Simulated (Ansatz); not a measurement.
One change: `C[O][Sn][NH2]` becomes `C[O][Sn][Br]`.

Ansatz, PBE0-D4/def2-TZVP geometries, multiplicity 1. Each molecule was computed in one conformer, which needn't be the lowest.

Elements past krypton have def2 core potentials. Scalar relativity is left out up to krypton.

| property | `C[O][Sn][NH2]` |
| --- | --- |
| LUMO energy (PBE/def2-TZVPP) / eV | -2.19 |
| size of the dipole moment (PBE/def2-TZVPP) / D | 1.85 |
| HOMO–LUMO gap (PBE/def2-TZVPP) / eV | 3.63 |
| HOMO–LUMO gap (ωB97M-V/def2-TZVPP) / eV | 9.56 |
| size of the dipole moment (ωB97M-V/def2-TZVPP) / D | 1.87 |
| size of the dipole moment (B3LYP/def2-TZVPP) / D | 1.87 |

Q: What does the change do to each property? (An estimate is asked.)

A: Ansatz gave: 
```tsv
property	`C[O][Sn][Br]`	shift
LUMO energy (PBE/def2-TZVPP) / eV	-3.17	-0.98
size of the dipole moment (PBE/def2-TZVPP) / D	1.76	-0.09
HOMO–LUMO gap (PBE/def2-TZVPP) / eV	3.40	-0.23
HOMO–LUMO gap (ωB97M-V/def2-TZVPP) / eV	8.95	-0.61
size of the dipole moment (ωB97M-V/def2-TZVPP) / D	1.98	0.11
size of the dipole moment (B3LYP/def2-TZVPP) / D	1.91	0.04
```

With PBE0 the HOMO falls by 0.49 eV and the LUMO falls by 1.00 eV, so the gap narrows by about 0.51 eV. PBE moves the HOMO by -0.75 eV and ωB97M-V by -0.36 eV. The zero-point energy changes by -63.0 kJ/mol with -6 modes. Dipoles are sizes alone; their direction can turn.

B3LYP here is the variant with VWN-RPA as its local correlation; programs differ in this.

Spin–orbit coupling is left out; it splits and shifts lone-pair levels of the heavy atoms by tenths of an eV.
